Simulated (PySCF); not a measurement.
F$_{2}$Sn, singlet, geometry from GFN2-xTB (such geometries of metal compounds can be far from the true shape) (all electrons, no relativity); PySCF with CAMB3LYP/STO-3G.

The PySCF input:
```python
from pyscf import gto, scf, dft

mol = gto.Mole()
mol.atom = '''
    Sn    0.01449829   -0.00777246    0.34340333
    F     0.74067978    1.44200224   -0.95472046
    F    -0.82122585   -1.39882190   -0.95307583
'''
mol.basis = 'sto-3g'
mol.verbose = 4
mol.build()

mf = dft.RKS(mol)
mf.xc = 'camb3lyp'
mf.grids.radi_method = dft.radi.delley
mf.kernel()
mf.analyze()
```

It wrote (shortened):

```
PySCF version 2.14.0

[INPUT] verbose = 4
[INPUT] num. atoms = 3
[INPUT] num. electrons = 68
[INPUT] charge = 0
[INPUT] spin (= nelec alpha-beta = 2S) = 0
[INPUT] symmetry False subgroup None
[INPUT] Mole.unit = angstrom
[INPUT] Symbol           X                Y                Z      unit          X                Y                Z       unit  Magmom
[INPUT]  1 Sn     0.014498290000  -0.007772460000   0.343403330000 AA    0.027397797375  -0.014687820714   0.648938243964 Bohr   0.0
[INPUT]  2 F      0.740679780000   1.442002240000  -0.954720460000 AA    1.399681930203   2.724989304609  -1.804160194919 Bohr   0.0
[INPUT]  3 F     -0.821225850000  -1.398821900000  -0.953075830000 AA   -1.551891942913  -2.643390288044  -1.801052294643 Bohr   0.0

nuclear repulsion = 242.513192698091
number of shells = 17
number of NR pGTOs = 111
number of NR cGTOs = 37
basis = sto-3g
ecp = {}

******** <class 'pyscf.dft.rks.RKS'> ********
method = RKS
initial guess = minao
damping factor = 0
level_shift factor = 0
DIIS = <class 'pyscf.scf.diis.CDIIS'>
diis_start_cycle = 1
diis_space = 8
diis_damp = 0
SCF conv_tol = 1e-09
SCF conv_tol_grad = None
SCF max_cycles = 50
direct_scf = True
direct_scf_tol = 1e-13
XC library pyscf.dft.libxc version 7.1.2
    S. Lehtola, C. Steigemann, M. J. T. Oliveira, and M. A. L. Marques,  SoftwareX 7, 1–5 (2018)
XC functionals = camb3lyp
    T. Yanai, D. P. Tew, and N. C. Handy,  Chem. Phys. Lett. 393, 51 (2004)
radial grids: B. Delley radial grids. Ref. JCP 104, 9848 (1996); DOI:10.1063/1.471749. log2 algorithm
becke partition: Becke, JCP 88, 2547 (1988); DOI:10.1063/1.454033
pruning grids: <function nwchem_prune>
grids dens level: 3
symmetrized grids: False
atomic radii adjust function: <function treutler_atomic_radii_adjust>
small_rho_cutoff = 0
Set gradient conv threshold to 3.16228e-05
Initial guess from minao.
tot grids = 51160
init E= -6145.32519113836
  HOMO = -0.614953405287064  LUMO = -0.417108986345958  gap/eV = 5.38362
cycle= 1 E= -6162.06051281227  delta_E= -16.7  |g|= 0.452  |ddm|= 2.02
  HOMO = -0.0204489002348479  LUMO = 0.0915068193847816  gap/eV = 3.04647
cycle= 2 E= -6161.82735251617  delta_E= 0.233  |g|= 0.925  |ddm|= 2.13
  HOMO = -0.149015688347551  LUMO = 0.0787588379346191  gap/eV = 6.19806
cycle= 3 E= -6162.17299644318  delta_E= -0.346  |g|= 0.0259  |ddm|= 1.31
  HOMO = -0.156683018385894  LUMO = 0.0839578256132287  gap/eV = 6.54817
cycle= 4 E= -6162.17342728092  delta_E= -0.000431  |g|= 0.00371  |ddm|= 0.0623
  HOMO = -0.156206063629696  LUMO = 0.0832538577314418  gap/eV = 6.51604
cycle= 5 E= -6162.17344816937  delta_E= -2.09e-05  |g|= 0.000854  |ddm|= 0.018
  HOMO = -0.156236330499976  LUMO = 0.0833467049801358  gap/eV = 6.51939
cycle= 6 E= -6162.17344960868  delta_E= -1.44e-06  |g|= 0.000455  |ddm|= 0.00563
  HOMO = -0.156219643658671  LUMO = 0.0833396125505935  gap/eV = 6.51874
cycle= 7 E= -6162.17344970567  delta_E= -9.7e-08  |g|= 0.000198  |ddm|= 0.000967
  HOMO = -0.156188754632476  LUMO = 0.083324815488338  gap/eV = 6.51750
cycle= 8 E= -6162.17344973512  delta_E= -2.94e-08  |g|= 7.05e-06  |ddm|= 0.000676
  HOMO = -0.156188229246513  LUMO = 0.0833261468121657  gap/eV = 6.51752
cycle= 9 E= -6162.17344973521  delta_E= -8.91e-11  |g|= 1.68e-06  |ddm|= 3.21e-05
  HOMO = -0.156187835580765  LUMO = 0.0833257430298475  gap/eV = 6.51750
Extra cycle  E= -6162.17344973518  delta_E= 2.55e-11  |g|= 1.14e-06  |ddm|= 6.09e-06
converged SCF energy = -6162.17344973518
**** SCF Summaries ****
Total Energy =                       -6162.173449735181748
Nuclear Repulsion Energy =             242.513192698090791
One-electron Energy =                -9012.092550412522542
Two-electron Energy =                 2607.405907979249605
Two-electron Coulomb Energy =         2790.296680397412729
DFT Exchange-Correlation Energy =     -182.890772418163039
HOMO-LUMO gap [eV] =                     6.517496444604993
**** MO energy ****
MO #1   energy= -1019.3476333234   occ= 2
MO #2   energy= -149.123694260744  occ= 2
MO #3   energy= -141.805895952502  occ= 2
MO #4   energy= -141.805483200116  occ= 2
MO #5   energy= -141.805080299956  occ= 2
MO #6   energy= -27.5732782837672  occ= 2
MO #7   energy= -24.9000458157994  occ= 2
MO #8   energy= -24.898300416123   occ= 2
MO #9   energy= -24.8969127708056  occ= 2
MO #10  energy= -24.3107241302726  occ= 2
MO #11  energy= -24.3106289770787  occ= 2
MO #12  energy= -16.9960967526123  occ= 2
MO #13  energy= -16.9958266081697  occ= 2
MO #14  energy= -16.9949063991719  occ= 2
MO #15  energy= -16.9935724210509  occ= 2
MO #16  energy= -16.9934344493757  occ= 2
MO #17  energy= -4.09219571370158  occ= 2
MO #18  energy= -2.98829489778758  occ= 2
MO #19  energy= -2.98099230894355  occ= 2
MO #20  energy= -2.97612631606062  occ= 2
MO #21  energy= -1.04818255780954  occ= 2
MO #22  energy= -1.04200109971103  occ= 2
MO #23  energy= -0.574368945041869 occ= 2
MO #24  energy= -0.572709474911276 occ= 2
MO #25  energy= -0.569297892086634 occ= 2
MO #26  energy= -0.566223089120476 occ= 2
MO #27  energy= -0.563926849292143 occ= 2
MO #28  energy= -0.374836602327802 occ= 2
MO #29  energy= -0.275415831546336 occ= 2
MO #30  energy= -0.237567165514136 occ= 2
MO #31  energy= -0.231978168467052 occ= 2
MO #32  energy= -0.208389545038697 occ= 2
MO #33  energy= -0.204483103298417 occ= 2
MO #34  energy= -0.156187835580765 occ= 2
MO #35  energy= 0.0833257430298475 occ= 0
MO #36  energy= 0.231924447369035  occ= 0
MO #37  energy= 0.240957761226986  occ= 0
 ** Mulliken pop on meta-lowdin orthogonal AOs  **
 ** Mulliken pop  **
pop of  0 Sn 1s           2.00000
pop of  0 Sn 2s           2.00000
pop of  0 Sn 3s           1.99996
pop of  0 Sn 4s           1.99985
pop of  0 Sn 5s           1.84673
pop of  0 Sn 2px          2.00000
pop of  0 Sn 2py          2.00000
pop of  0 Sn 2pz          2.00000
pop of  0 Sn 3px          1.99996
pop of  0 Sn 3py          1.99996
pop of  0 Sn 3pz          1.99996
pop of  0 Sn 4px          1.99795
pop of  0 Sn 4py          1.99829
pop of  0 Sn 4pz          1.99875
pop of  0 Sn 5px          0.41040
pop of  0 Sn 5py          0.52345
pop of  0 Sn 5pz          0.85020
pop of  0 Sn 3dxy         2.00000
pop of  0 Sn 3dyz         2.00000
pop of  0 Sn 3dz^2        2.00000
pop of  0 Sn 3dxz         2.00000
pop of  0 Sn 3dx2-y2      2.00000
pop of  0 Sn 4dxy         1.99816
pop of  0 Sn 4dyz         1.99573
pop of  0 Sn 4dz^2        1.99989
pop of  0 Sn 4dxz         1.99866
pop of  0 Sn 4dx2-y2      1.99925
pop of  1 F 1s            1.99998
pop of  1 F 2s            1.94955
pop of  1 F 2px           1.78735
pop of  1 F 2py           1.66942
pop of  1 F 2pz           1.78512
pop of  2 F 1s            1.99998
pop of  2 F 2s            1.94955
pop of  2 F 2px           1.76846
pop of  2 F 2py           1.68784
pop of  2 F 2pz           1.78559
 ** Mulliken atomic charges  **
charge of    0Sn =      0.38284
charge of    1F =     -0.19143
charge of    2F =     -0.19142
Dipole moment(X, Y, Z, Debye):  0.01555, -0.00843,  0.36925
```
